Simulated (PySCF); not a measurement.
**How methods differ on the ionisation energy of S⁸⁺**

S⁸⁺ [He] 2s2 2p4 [2p1/2^2 2p3/2^2, M_J = 2] → S⁹⁺ [He] 2s2 2p3 [2p1/2^2 2p3/2^1, M_J = 3/2], as a difference of total energies. Computed with PySCF 2.14 in an even-tempered Gaussian basis (18 s from 0.97 bohr⁻², ratio 2.4; 11 p from 1.3 bohr⁻², ratio 2.4; 5 d from 7.1 bohr⁻², ratio 2.6; 5 f from 11 bohr⁻², ratio 2.6), with the two-component X2C-1e Hamiltonian. Correlated levels: nothing frozen; the 30 highest virtual spinors dropped. "Screened" scales the spin-orbit matrix elements by Boettger's factors to mimic the two-electron term; Breit and QED terms are absent.

| method | ionisation energy (eV) |
| --- | --- |
| GHF (spin-free) | 377.34 |
| GMP2 (spin-free) | 378.82 |
| GHF (screened spin-orbit) | 377.82 |
| GMP2 (screened spin-orbit) | 379.30 |

The labels give the starting determinants; with spin-orbit coupling the two ends relaxed to ⟨J²⟩ = 6.00, ⟨L²⟩ = 2.03, ⟨S²⟩ = 1.98 and ⟨J²⟩ = 3.75, ⟨L²⟩ = 0.01, ⟨S²⟩ = 3.74.

Task: Which method comes closest to the reference value, and which is furthest?

Result: The reference is 379.84 ± 0.21 eV (semi-empirical (NIST evaluation); NIST Atomic Spectra Database, ionization energies). Closest: GMP2 (screened spin-orbit) (error -0.540 eV); furthest: GHF (spin-free) (error -2.500 eV).
